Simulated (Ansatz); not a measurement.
Cost and result up the ladder for Te₃Pt₂ (5 atoms). Charge 0, multiplicity 1. Geometry: PBE-D4/def2-SVP.

| atom | x (Å) | y (Å) | z (Å) |
| --- | --- | --- | --- |
| Pt1 | 2.036 | -0.387 | -0.245 |
| Pt2 | 0.956 | 1.113 | 1.512 |
| Te3 | 0.180 | -0.700 | -1.835 |
| Te4 | -1.850 | -1.349 | -0.022 |
| Te5 | -1.322 | 1.322 | 0.590 |

Ansatz on 4 threads of Intel Xeon on a shared host. Times are rough, and most runs start from the orbitals of an earlier one. No level here is sound enough to serve as a yardstick. Binding counts from free atoms at the same level (Pt triplet, Te triplet; other spins of the atoms weren't run), without zero-point energy or a counterpoise term.

In the def2 sets Pt, Te take a core potential; there is no spin–orbit coupling. HSE06 is defined as in plane-wave codes, on full-range PBE exchange. No other spin state of charge 0 was run. Another isomer (singlet) lies 0.58 eV lower at PBE0-D4/def2-TZVP; other spin states weren't run for this one.

Run but left out: MP2/def2-TZVP, CCSD(T)/def2-SVP (restricted singlet, unstable towards broken spin symmetry).

```csv
level,functions,wall time,binding energy per atom (eV),remarks
PBE-D4/def2-SVP,142,4.3 s,2.59,restricted SCF unstable in HF
PBE0-D4/def2-SVP,142,8 s,2.23,restricted SCF unstable in HF
PBE-D4/def2-TZVP (with forces),230,11 s,2.68,restricted SCF unstable in HF
HSE06-D4/def2-TZVP,230,18 s,2.35,restricted SCF unstable in HF
r2SCAN-D4/def2-TZVP,230,18 s,2.47,restricted SCF unstable in HF
r2SCAN0-D4/def2-TZVP,230,21 s,2.18,restricted SCF unstable in HF
PBE0-D4/def2-TZVP,230,21 s,2.33,restricted SCF unstable in HF
B97M-V/def2-TZVP,230,28 s,2.31,restricted SCF unstable in HF
```
